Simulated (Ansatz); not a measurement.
Input file for BH5O2Sn (`OB[O][SnH3]`):

```yaml
crystal:
  periodic: [false, false, false]
  atoms:
    - {symbol: O, position_ang: [-1.024108, 0.815891, -0.993111]}
    - {symbol: B, position_ang: [-0.237963, 1.386627, -0.020052]}
    - {symbol: O, position_ang: [0.558039, 0.598735, 0.714383]}
    - {symbol: Sn, position_ang: [0.623334, -1.370611, 0.424944]}
    - {symbol: H, position_ang: [-1.562521, 1.448336, -1.471431]}
    - {symbol: H, position_ang: [-0.266168, 2.574935, 0.167008]}
    - {symbol: H, position_ang: [1.166905, -1.648964, -1.162671]}
    - {symbol: H, position_ang: [-0.928806, -1.996808, 0.728537]}
    - {symbol: H, position_ang: [1.759887, -1.854441, 1.595392]}
basis:
  gaussian: {orbitals: def2-TZVPP}
correlation: {method: ccsd_t}
```

```sh
$ ansatz run in.yaml --threads 4 --pin off --events-out ev --progress --plain --max-ram 10444MiB
```

Output of Ansatz, abridged:

```
Functional definition: HF
1450 factors; integrals over basis functions are off by at most 1.1e-3 eV
mean field evaluation 1: about -10630.8335 eV, gradient 4.9e1 eV
mean field evaluation 2: about -10631.0280 eV, gradient 4.9e1 eV
mean field evaluation 4: about -10635.6226 eV, gradient 3.7e0 eV
mean field evaluation 8: about -10635.6800 eV, gradient 2.8e-1 eV
mean field -10635.68049133 eV, -390.8540489333 hartree, gradient 2.1e-6 eV, S^2 0.000000; 0 other end points of the search recorded, 0 dependent functions left out
7 core orbitals not correlated: weight in the atoms' cores, before any rotation towards them, 1.000 or more for the frozen orbitals, at most 0.000 for the correlated occupied ones
reference -10635.68049133 eV, -390.8540489333 hartree; 17, 17 occupied and 189, 189 virtual orbitals, 1450 factors
second order -24.77597415 eV of doubles, -0.00000000 eV of singles
cycle   1  -24.52053087 eV  change    2.6e-1 eV  update   1.2e-1
cycle   2  -25.15029678 eV  change   -6.3e-1 eV  update   3.5e-2
cycle   3  -25.29130387 eV  change   -1.4e-1 eV  update   2.0e-2
cycle   4  -25.27421332 eV  change    1.7e-2 eV  update   4.9e-3
cycle   5  -25.27033430 eV  change    3.9e-3 eV  update   2.1e-3
cycle   6  -25.27124857 eV  change   -9.1e-4 eV  update   6.6e-4
cycle   7  -25.27111077 eV  change    1.4e-4 eV  update   2.5e-4
cycle   8  -25.27102767 eV  change    8.3e-5 eV  update   7.9e-5
cycle   9  -25.27106070 eV  change   -3.3e-5 eV  update   3.2e-5
cycle  10  -25.27107462 eV  change   -1.4e-5 eV  update   1.2e-5
perturbative correction -0.83820333 eV, -0.0308034043 hartree
Total energy: -10661.78976928 eV, -391.8135472005 hartree
```

It took 110 s on 4 threads of an Arm Neoverse V1 on a shared host, with 3.5 GiB of host memory at the peak.

Correlation energy per correlated electron: -0.768 eV. T1 diagnostic: 0.0143.
